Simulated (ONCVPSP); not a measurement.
**Transferability test, ONCV potential for tellurium**

Te (Z = 52), optimised norm-conserving Vanderbilt (ONCV), made with ONCVPSP 4.0.1 (PBE, scalar-relativistic). Core [Ar] 3d10, reference 4s2 4p6 4d10 5s2 5p2 (charge +2). Waves: 4s+5s: rc 1.15 bohr, ncon 4, nbas 8, qcut 10.3 1/bohr, 2 projectors; 4p+5p: rc 1.05 bohr, ncon 4, nbas 8, qcut 10.2 1/bohr, 3 projectors, debl 2.4 Ha; 4d: rc 1.40 bohr, ncon 4, nbas 8, qcut 12.7 1/bohr, 3 projectors, debl 1.5 Ha. Local part: polynomial inside 0.70 bohr (lpopt 5, dvloc0 6 Ha). Core correction: Teter function, fcfact 2.5, rcfact 1.35.

In the d channel the program set the typed energies aside and used -2.241, 0.250, 1.750 Ha.

Energies are relative to the spin-unpolarised reference configuration 4s2 4p6 4d10 5s2 5p2; without spin polarisation the order of configurations can differ from experiment.

```json
{"valence configuration": "4s2 4p6 4d10 5s2 5p4", "charge": "0", "ΔE all-electron (eV)": "-27.654", "error AE − PS (meV)": "+5.8"}
{"valence configuration": "4s2 4p6 4d10 5s2 5p3", "charge": "+1", "ΔE all-electron (eV)": "-17.925", "error AE − PS (meV)": "+3.9"}
{"valence configuration": "4s2 4p6 4d10 5s2 5p1", "charge": "+3", "ΔE all-electron (eV)": "26.898", "error AE − PS (meV)": "-6.1"}
{"valence configuration": "4s2 4p6 4d10 5s0 5p6", "charge": "0", "ΔE all-electron (eV)": "-8.952", "error AE − PS (meV)": "+4.2"}
```

Levels in the configuration 4s2 4p6 4d10 5s0 5p6:

```json
{"level": "4s", "all-electron (eV)": "-167.159", "pseudo (eV)": "-167.169"}
{"level": "4p", "all-electron (eV)": "-117.158", "pseudo (eV)": "-117.165"}
{"level": "4d", "all-electron (eV)": "-44.285", "pseudo (eV)": "-44.285"}
{"level": "5p", "all-electron (eV)": "-7.023", "pseudo (eV)": "-7.023"}
```

Note: no bound ghost flagged; GHOST(+) flagged for s at 135.0 eV.
